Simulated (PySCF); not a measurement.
# Radial density of Al⁺ (aluminium, charge +1)

MN15, [Ne] 3s2, closed-shell 1S. Computed with PySCF 2.14 in pcseg-2, with the non-relativistic Hamiltonian (point nucleus).

| r (bohr) | 4πr²ρ (e/bohr) |
| --- | --- |
| 0.00156 | 0.04148 |
| 0.00263 | 0.1144 |
| 0.00442 | 0.3083 |
| 0.00744 | 0.8071 |
| 0.0125 | 1.999 |
| 0.0211 | 4.533 |
| 0.0354 | 8.838 |
| 0.0596 | 13.46 |
| 0.100 | 13.94 |
| 0.169 | 9.527 |
| 0.283 | 9.729 |
| 0.477 | 12.55 |
| 0.802 | 6.454 |
| 1.35 | 1.393 |
| 2.27 | 0.9468 |
| 3.82 | 0.2176 |
| 6.42 | 0.006178 |
